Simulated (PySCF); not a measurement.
# Correlation energy of Os⁺ (osmium, charge +1)

[Xe] 4f14 5d6 6s1, high-spin 6D determinant. All numbers are calculated (PySCF 2.14, scalar relativity through the core potential, in aug-cc-pwCVTZ-PP with ECP60MDF (8s8p7d4f3g, 122 functions)). Frozen: 5s2 5p6; 7 electrons correlated.

MP2 pair energies summed by pair of shells (mhartree):

| pair | energy | share (%) |
| --- | --- | --- |
| 5d-5d | -104.07 | 76.3 |
| 5d-6s | -32.25 | 23.7 |

Total MP2 correlation energy: -136.31 mhartree.

Same-spin part -79.89 and opposite-spin part -56.42 mhartree; SCS-MP2 scales them by 1/3 and 6/5 to -94.34 mhartree.
